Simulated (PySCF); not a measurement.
CH6O2Si2, SMILES O=CO[SiH2][SiH3]. Atoms are numbered in the order given.

```xyz
11

O      1.0724    -0.0158    -1.5213
C      1.8075     0.1131    -0.5805
O      1.4343     0.1662     0.6890
Si    -0.2082     0.0554     1.2233
Si    -1.7141    -0.1706    -0.5568
H      2.9099     0.2047    -0.6723
H     -0.4342     1.2985     2.0150
H     -0.2310    -1.1142     2.1481
H     -1.4825    -1.4403    -1.3006
H     -1.6722     1.0195    -1.4517
H     -3.0762    -0.2370     0.0712
```

The structure is a stationary point at PBE0-D3(BJ)/def2-SVP. The structure was generated by enumeration, and PubChem lists no compound with its InChIKey, so it may never have been made. Other conformers were not sampled.

These are PBE0/pcSseg-1 in PySCF values and carry that method's errors.

GIAO shieldings, no solvent; atoms alike by connectivity are averaged. δ = σ(ref) − σ: ¹⁷O against H2O (σ = 334.2 ppm); ¹³C against TMS (σ = 186.3 ppm); ²⁹Si against TMS (σ = 352.7 ppm); ¹H against TMS (σ = 31.56 ppm), references at their B3LYP-D3(BJ)/def2-TZVP geometries, non-relativistic.

| atoms | nucleus | count | δ (ppm) |
|---|---|---|---|
| O1 | ¹⁷O | 1 | [?] |
| O3 | ¹⁷O | 1 | 192.4 |
| C2 | ¹³C | 1 | 167.7 |
| Si4 | ²⁹Si | 1 | -18.0 |
| Si5 | ²⁹Si | 1 | [?] |
| H6 | ¹H | 1 | [?] |
| H7, H8 | ¹H | 2 | 5.37 |
| H9, H10, H11 | ¹H | 3 | [?] |

### Question
What belongs in the gaps? (An estimate is asked for; the answer gives what the named calculation found.)

### Answer

- H9, H10, H11, δ (ppm): 4.08
- H6, δ (ppm): 8.14
- Si5, δ (ppm): -102.0
- O1, δ (ppm): 451.7
